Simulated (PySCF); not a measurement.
Working out the ionisation energy of Fe

Fe [Ar] 3d6 4s2 (5D) → Fe⁺ [Ar] 3d6 4s1 (6D). Computed with PySCF 2.14 in ANO-RCC-VTZP (6s5p3d2f1g, 59 functions), with scalar relativity by spin-free X2C-1e. Frozen: [Ne]. Energies in hartree (1 hartree = 27.21139 eV):

```json
{"part": "UHF", "Fe (lower)": "-1271.346867", "Fe⁺ (upper)": "-1271.110205"}
{"part": "MP2 opposite-spin", "Fe (lower)": "-0.321881", "Fe⁺ (upper)": "-0.287743"}
{"part": "MP2 same-spin", "Fe (lower)": "-0.171543", "Fe⁺ (upper)": "-0.165733"}
```

Q: What does Hartree-Fock give?

A: (-1271.110205) − (-1271.346867) = 0.236662 hartree = 6.440 eV.

Q: What do MP2 and SCS-MP2 (6/5 opposite-spin, 1/3 same-spin) give?

A: The opposite-spin parts differ by 0.929 eV and the same-spin parts by 0.158 eV. MP2: 6.440 + (0.929) + (0.158) = 7.527 eV. SCS-MP2: 6.440 + 1.2 × (0.929) + (0.158)/3 = 7.607 eV.

Measured between the centres of the two terms (NIST): 7.904 eV, so MP2 (valence and next inner shell) is off by -0.377 eV.

What remains against the reference includes basis incompleteness, the frozen core and correlation beyond second order.
